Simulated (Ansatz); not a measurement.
BeS-, multiplicity 2 (lowest of 2S+1 = 2, 4 at CCSD(T)/def2-TZVPP on PBE0 minima; our sources give no spin for the ground state, which may be another), most abundant isotopes (9.0122 and 31.9721 u). Constants from fifth-degree fits in 1/R to seven points on the lowest solution found; no spin–orbit coupling, no relativity up to Kr; ω_e x_e and α_e move by some per cent with the fit.

Frozen-core correlation. CBS: X⁻³ extrapolation of the correlation energy, Hartree–Fock from the larger set.

Codes used: Ansatz (Gaussian basis) for Hartree–Fock, density functionals and correlated methods. 

```tsv
level	r_e (Å)	ω_e (cm⁻¹)	ω_e x_e (cm⁻¹)	α_e (cm⁻¹)
PBE/def2-TZVPP	1.8247	869.2	4.95	0.00612
CCSD(T)/CBS(aug-cc-pV(T+d)Z, aug-cc-pV(Q+d)Z)	1.8138	892.7	5.01	0.00608
```

### Question
Derive the rotational constants, the centrifugal constant, the fundamental, the zero-point energy and the force constant.

### Answer

μ = 7.03046 u.
- PBE/def2-TZVPP: B_e = 16.8576/(μ r_e²) = 0.72015 cm⁻¹; B₀ = B_e − α_e/2 = 0.71709 cm⁻¹; D = 4B_e³/ω_e² = 1.98e-06 cm⁻¹; fundamental ω_e − 2ω_e x_e = 859 cm⁻¹; zero-point energy ω_e/2 − ω_e x_e/4 = 433 cm⁻¹; k = μ(2πcω_e)² = 313 N/m
- CCSD(T)/CBS(aug-cc-pV(T+d)Z, aug-cc-pV(Q+d)Z): B_e = 16.8576/(μ r_e²) = 0.72884 cm⁻¹; B₀ = B_e − α_e/2 = 0.72580 cm⁻¹; D = 4B_e³/ω_e² = 1.94e-06 cm⁻¹; fundamental ω_e − 2ω_e x_e = 883 cm⁻¹; zero-point energy ω_e/2 − ω_e x_e/4 = 445 cm⁻¹; k = μ(2πcω_e)² = 330 N/m

Ansatz is a program for electronic structure.
